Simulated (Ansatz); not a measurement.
Computed with Ansatz on PBE0-D4/def2-TZVP structures; ΔE is electronic, products minus reactants. CCSD(T)/CBS is the MP2 limit (def2-TZVPP, def2-QZVPP) plus CCSD(T) − MP2 in def2-TZVPP, frozen cores. This one scheme is used for every species. DFT in def2-TZVPP. B3LYP here is the variant with VWN-RPA as its local correlation; programs differ in this. One conformer a species, not always the lowest.

Reaction (ligand exchange at a B–Cl bond): `OB(O)Cl` + `C[SiH2]O` → `C[SiH2]OB(O)O` + HCl

Question: Is it downhill or uphill in electronic energy at CCSD(T)/CBS, and by how much? (Best estimate.)

Answer: Computed: Downhill: ΔE = -48.7 kJ/mol.

Question: What do these levels give: PBE-D4, r2SCAN-D4, B3LYP-D4, B2PLYP, HF/def2-TZVPP, MP2/def2-TZVPP, SCS-MP2/def2-TZVPP, CCSD/def2-TZVPP, CCSD(T)/def2-TZVPP, HF/def2-QZVPP, HF/CBS(def2), MP2/CBS(def2)? (Best estimate.)

Answer: Ansatz gave: PBE-D4 -38.1, r2SCAN-D4 -44.3, B3LYP-D4 -50.0, B2PLYP -46.1, HF/def2-TZVPP -57.0, MP2/def2-TZVPP -45.4, SCS-MP2/def2-TZVPP -48.0, CCSD/def2-TZVPP -52.6, CCSD(T)/def2-TZVPP -50.6, HF/def2-QZVPP -57.8, HF/CBS(def2) -58.0, MP2/CBS(def2) -43.5 kJ/mol.

Largest T1 diagnostic among the species: 0.011.

The D4 term adds −5.2 kJ/mol with B3LYP and −3.3 kJ/mol with PBE0; it sums over pairs of atoms, weighted by their polarisabilities, and B3LYP, whose exchange is more repulsive, gets the larger term. From PBE to PBE0 (25 % exact exchange), in def2-TZVPP and without D4, ΔE moves by −5.1 kJ/mol.
